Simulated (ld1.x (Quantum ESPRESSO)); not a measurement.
## Which change was made? (Ge, TM semilocal)

* Element: germanium (Ge)
* Generator: ld1.x (Quantum ESPRESSO) 7.5
* Type: norm-conserving Troullier–Martins (semilocal form)
* Functional: revPBE
* Relativity: scalar-relativistic
* Frozen core: [Ar]
* Valence charge: 14
* Reference configuration: 3d10 4s2 4p2
* Partial waves: 4s (bound): rc 1.30 bohr; 3d (bound): rc 1.10 bohr; 4p (bound): rc 1.50 bohr
* Local potential: the p channel
* Core correction: none

Cutoffs, loose and tight: the cutoffs (Ry, on a coarse ladder) from which the occupation-weighted sum of valence levels, in a spherical-Bessel basis at the reference potential, stays within 10 and 1 mRy of its value at 400 Ry. They do not see the model core or the augmentation charge, which bear on the density cutoff. Test errors are all-electron minus pseudo excitation energies from the reference, over the configurations 3d10 4s2 4p1; 3d10 4s2 4p0; 3d10 4s1 4p0; 3d10 4s1 4p3; 3d10 4s0 4p4; 3d10 4s1 4p2; 3d10 4s2 4p2.3; variants that change the core or the reference have their own tests.

The base gives: outcome: generated; cutoff, loose: 230 Ry; cutoff, tight: over 300 Ry; bound ghosts: none; largest test error (meV): +36.

After one change the result is: outcome: generated; cutoff, loose: 230 Ry; cutoff, tight: over 300 Ry; bound ghosts: none; largest test error (meV): +162. Which change was it?
A. form changed from semilocal to separable (Kleinman–Bylander), still TM; local potential the s channel
B. all radii scaled by about 1.09 (s 1.42, p 1.64, d 1.20 bohr)
C. all radii scaled by about 1.29 (s 1.68, p 1.92, d 1.42 bohr)
D. reference 3d10 4s2 4p1.75
E. wave 4s (bound): rc 1.30 bohr becomes 4s (bound): rc 1.06 bohr

E. The others give: all radii scaled by about 1.29 (s 1.68, p 1.92, d 1.42 bohr) → outcome: generated; cutoff, loose: 160 Ry; cutoff, tight: 260 Ry; bound ghosts: none; largest test error (meV): +25 | form changed from semilocal to separable (Kleinman–Bylander), still TM; local potential the s channel → outcome: generated; cutoff, loose: 230 Ry; cutoff, tight: over 300 Ry; bound ghosts: p; largest test error (meV): +35 | all radii scaled by about 1.09 (s 1.42, p 1.64, d 1.20 bohr) → outcome: generated; cutoff, loose: 200 Ry; cutoff, tight: over 300 Ry; bound ghosts: none; largest test error (meV): +27 | reference 3d10 4s2 4p1.75 → outcome: generated; cutoff, loose: 230 Ry; cutoff, tight: over 300 Ry; bound ghosts: none; largest test error (meV): -202. In the semilocal form every listed channel keeps its own potential, so the choice of the local channel does not act on these tests. It acts once the file is put into the separable form.
